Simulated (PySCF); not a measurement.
# Electric field gradients and quadrupole coupling constants

C6H9O3P.
Z-matrix (Å and degrees, GFN2-xTB geometry), rows numbered from 1:
```
C 
C   1  1.5194
P   2  1.8362  1  109.17
O   3  1.4672  2  116.60  1   -49.88
O   3  1.6160  2  102.79  1    72.53
C   3  1.8017  2  105.88  1  -178.23
C   6  1.4213  3  129.55  2   -64.81
C   7  1.3579  6  105.70  3   179.11
O   8  1.3455  7  110.75  6    -0.22
C   9  1.3357  8  107.15  7     0.14
H   1  1.0880  2  109.57  3    54.42
H   1  1.0881  2  111.08  3   174.75
H   1  1.0882  2  110.28  3   -64.68
H   2  1.0895  1  111.67  3   120.58
H   2  1.0916  1  111.05  3  -117.94
H   5  0.9592  3  107.62  2  -137.68
H   7  1.0702  6  126.56  3    -1.81
H   8  1.0722  7  131.95  6   179.72
H  10  1.0715  6  130.63  3     1.05
```

Field gradients from the PBE0/pcSseg-1 density (PySCF, non-relativistic), principal values in atomic units, ordered |Vxx| ≤ |Vyy| ≤ |Vzz|:

```json
{"atom": "O4", "Vxx": "-0.2865", "Vyy": "-0.4887", "Vzz": "0.7752"}
{"atom": "O5", "Vxx": "-0.1432", "Vyy": "-1.3729", "Vzz": "1.5161"}
{"atom": "O9", "Vxx": "-0.6411", "Vyy": "-0.7660", "Vzz": "1.4071"}
```

**Question.** Find the asymmetry η = (Vxx − Vyy)/Vzz and the couplings χ = eQV/h (234.96 MHz × Q in barn × V in au), with Q(17O) = −0.0256 b.

**Answer.** 
| atom | environment | nucleus | η | χzz (MHz) | χxx (MHz) | χyy (MHz) |
| --- | --- | --- | --- | --- | --- | --- |
| O4 | phosphoryl oxygen | 17O | 0.26 | -4.663 | 1.723 | 2.940 |
| O5 | hydroxyl oxygen | 17O | 0.81 | -9.12 | 0.86 | 8.26 |
| O9 | furan-type oxygen | 17O | 0.09 | -8.46 | 3.86 | 4.61 |

**Question.** What is Vzz at O5 in SI units (1 au = 9.71736 × 10²¹ V/m²)?

**Answer.** 1.5161 au = 14.732 × 10²¹ V/m².

**Question.** And the gradient at the other heavy atoms, for which no coupling is worked out here?

**Answer.** 
```csv
atom,environment,Vzz (au),η
C1,methyl carbon,0.114,0.27
C2,sp3 carbon bound to phosphorus,0.055,0.61
P3,phosphoryl phosphorus,0.721,0.74
C6,substituted aromatic carbon,0.153,0.43
C7,aromatic CH carbon,0.201,0.42
C8,aromatic CH next to a ring oxygen,-0.332,0.89
C10,aromatic CH next to a ring oxygen,-0.359,0.52
```

Were the hydrogens deuterons (Q(2H) = 0.00286 b), χzz would run from 205 kHz (H15) to 323 kHz (H16).

The structure is a single GFN2-xTB conformer in the gas phase; no vibrational or solvent corrections. GFN2-xTB bond lengths can be off by several hundredths of an ångström, more for odd bonds, and the gradients follow them. With a basis this small, the couplings can be 20 % off.

The run behind these numbers computed NMR shieldings as well. The run took 35 s wall on one thread, Arm Neoverse V2 (aarch64) (shared host), and the process peaked at 1.1 GiB of memory.
